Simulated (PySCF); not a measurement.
# NMR problem set

One averaged value for each set of equivalent atoms, gas phase, non-relativistic, single conformer. PBE0/pcSseg-1 with gauge-including orbitals; geometry: GFN2-xTB; couplings computed with B3LYP/pcJ-1; PySCF 2.14.

δ = σ(ref) − σ, references computed at the same level: TMS for ¹H (31.72 ppm) and ¹³C (186.93 ppm). Multiplet labels drop J under 1 Hz and among equivalent protons, and merge close values. Unscaled 3J(H,H) run several per cent high. Where no couplings were computed, multiplicities follow the n + 1 count of equivalent neighbours, and m marks all less simple cases (inequivalent or close neighbours, rings, F or P nearby). Shifts are as computed. Against solution values, carbons near 30 ppm lie about +3 ppm off and those near 130 ppm about +5 ppm. Of 1211 compounds with measured shifts, 218 miss one by over three times the rms of a fit or turn the order of signals round; such compounds aren't used in these exercises.

(1) C8H7N3. ¹H NMR (600 MHz, computed): δ 8.24 (s, 2H), 7.86 (m, 2H), 7.69 (t, 1H), 7.68 (d, 2H). ¹³C{¹H} NMR (computed): δ 143.4 (CH), 140.8 (C), 136.1 (CH), 133.2 (CH), 126.2 (CH). Give a structure.

(2) C3H2O. ¹H NMR (600 MHz, computed): δ 9.39 (s, 2H). ¹³C{¹H} NMR (computed): δ 172.7 (CH), 149.6 (C). What is it?

## Answers

(1) SMILES c1ccc(-n2cnnc2)cc1. Rings plus π bonds: 7 (2 rings in the answer). 5 carbon signals for 8 carbons: some carbons are equivalent by symmetry or fast rotation. Carbon types of the structure: 1 × C, 7 × CH, which accounts for all hydrogens. δC 143.4: aromatic CH between two ring heteroatoms. δC 140.8: aromatic carbon bearing nitrogen; σ withdrawal by the attached heteroatom moves it downfield of the ring CH carbons. δC 136.1, 133.2, 126.2: aromatic CH; the aromatic region. δH 8.24: hydrogen on an aromatic CH between two ring heteroatoms; ring-current deshielding.

The data come from this structure; uniqueness wasn't tested.

(2) `InChI=1S/C3H2O/c4-3-1-2-3/h1-2H`. The formula gives 3 degrees of unsaturation (1 ring in the answer). 2 carbon signals for 3 carbons: some carbons are equivalent by symmetry or fast rotation. Carbon types of the structure: 1 × C, 2 × CH, which accounts for all hydrogens. δC 172.7: unsaturated ring CH. δC 149.6: ring carbonyl carbon. δH 9.39: hydrogen on a unsaturated ring CH.
